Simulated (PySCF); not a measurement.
**NdH2, broken-symmetry Ms = 1: computed properties**

All numbers come from UPBE0 in PySCF with Nd def2-TZVP with ECP28, H def2-TZVP; scalar-relativistic core potentials, no spin–orbit coupling; density-fitted integrals.

The structure is a minimum.

* Point group: C2v
* Bond lengths: Nd–H 1.995 Å (×2)
* Bond angles: H–Nd–H 115.5°
* Principal quadrupole moments (Buckingham, traceless) about the centre of mass: -7.37, 2.27, 5.10 D Å
* Highest occupied level (β): -4.04 eV
* Rotational constants: 7.491, 2.936, 2.109 cm⁻¹
* Dipole moment: 2.92 D
* Entropy at 298.15 K and 1 bar (electronic part: spin only): 244.8 J/(mol K)
* Lowest empty level (α): -2.51 eV
* Principal polarisabilities: 100.7, 139.1, 172.1 bohr³
* Zero-point energy: 20.1 kJ/mol
* Spin squared ⟨S²⟩: 3.007
* Enthalpy at 298.15 K above 0 K: 10.53 kJ/mol
* Rotational symmetry number: 2
* Heat capacity Cp at 298.15 K: 39.2 J/(mol K)

Harmonic modes (masses in u: Nd 141.908, H 1.008):
```csv
symmetry,ω (cm⁻¹),IR (km/mol),μ (u),type
a1,507,174,1.02,bend
b2,1395,674,1.02,stretch
a1,1454,374,1.01,stretch
```

In C2v the vibrations span 2a1 + b2. Here b1 is antisymmetric to the molecular plane and b2 lies in it.

Charges (e):
| atom | Mulliken | Löwdin | polar tensor | spin (Mulliken) | Mayer order to Nd1 |
| --- | --- | --- | --- | --- | --- |
| Nd1 | 0.48 | 0.40 | 0.89 | 2.04 | – |
| H2,3 | -0.24 | -0.20 | -0.45 | -0.02 | 0.91 |

Mulliken populations on Nd1 (electrons outside its core potential): s 4.96, p 12.17, d 11.24, f 3.15.

Outer orbital energies (eV). α occupied: -25.72, -25.54, -25.53, -10.10, -9.96, -9.90, -7.38, -6.90; empty: -2.51, -2.28, -2.28, -2.24. β occupied: -24.84, -24.72, -24.69, -7.41, -6.86, -4.04; empty: -1.47, -1.41, -1.08, -1.08.

The determinant is spin-contaminated (⟨S²⟩ = 3.01, pure value 2.00). Other isomers or separated fragments may lie lower. With open d or f shells other occupations or spin states may lie lower. The pruned grid is coarse for the open f shell: energies are uncertain by about 2 kJ/mol and soft modes are noisy. At this level a quintet minimum of C2v symmetry lies 73 kJ/mol below this structure. With an element this heavy the missing spin–orbit coupling can shift these numbers.

The final relaxation and frequency run took roughly 2.1 core-minutes on a shared host.
